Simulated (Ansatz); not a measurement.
A nudged elastic band was laid between two geometries of BrH5SSi2 (9 atoms, charge 0, multiplicity 1).

These are results of Ansatz, RKS PBE0/def2-mTZVP, not measurements.

```
movable images  : 5
climbing image  : yes
spring          : 5.0 eV/Å²
optimiser       : quadratic models (default)
start path      : through a guess of the saddle point
force threshold : 0.05 eV/Å
iteration limit : 60
end points      : relaxed
```

First end point:

```xyz
9
Properties=species:S:1:pos:R:3
Si -0.265 -0.566 -0.495
Br 1.310 -1.369 -1.880
S -0.681 -1.894 1.130
H -1.271 -2.854 0.380
H -1.478 -0.421 -1.338
Si 0.478 1.457 0.412
H 0.776 2.396 -0.701
H 1.710 1.215 1.208
H -0.579 2.035 1.284
```

Last end point:

```xyz
9
Properties=species:S:1:pos:R:3
Si -1.128 -0.297 0.074
Br 1.085 -1.831 -1.644
S -1.624 -1.657 1.400
H 0.852 -2.830 -0.640
H -1.857 -0.145 -1.217
Si 0.429 1.416 0.446
H 0.949 1.917 -0.855
H 1.543 0.894 1.278
H -0.249 2.534 1.159
```

Problem. Which bonds break or form, and what moves?

Solution. Bonds broken: Si1–Br2, S3–H4. Bonds formed: Br2–H4. BrH5SSi2 becomes BrH + H4SSi2.

Problem. What energy profile does the band end with?

Solution. It converged. The highest image is number 4 of 0 to 6, 48.5 kcal/mol above the first end and 2.9 kcal/mol above the last; the last end lies 45.6 kcal/mol above the first. Neighbouring images differ by up to 1.3 eV, so the band resolves the path poorly. A vibrational analysis at the climbing image gives one clearly imaginary mode, 302i cm⁻¹: a first-order saddle point. The orbitals stay closed-shell, which can raise the energy where a bond breaks towards radicals; this wasn't checked here.

```
image  path coordinate (Å)  energy (kcal/mol)  Si1–Br2 (Å)  S3–H4 (Å)  Br2–H4 (Å)
    0                 0.00                0.0         2.25       1.35        3.74
    1                 0.67                1.0         2.25       1.35        3.29
    2                 1.35                2.7         2.25       1.35        2.91
    3                 2.02               17.9         2.39       1.45        2.11
    4                 2.70               48.5         2.78       2.12        1.52
    5                 3.30               46.3         3.11       2.82        1.44
    6                 3.90               45.6         3.19       3.42        1.44
```

Problem. What is the geometry of the highest image?

Solution. 
```xyz
9
Properties=species:S:1:pos:R:3
Si -0.882 -0.410 -0.126
Br 1.041 -1.925 -1.447
S -1.273 -1.920 1.122
H 0.221 -2.458 -0.286
H -1.688 -0.197 -1.359
Si 0.447 1.438 0.433
H 0.856 2.156 -0.804
H 1.640 0.966 1.178
H -0.362 2.348 1.289
```

Time of the run: 45 s on 4 threads of Intel(R) Xeon(R) 6975P-C (Granite Rapids), on a shared host, peak memory 0.34 GiB.
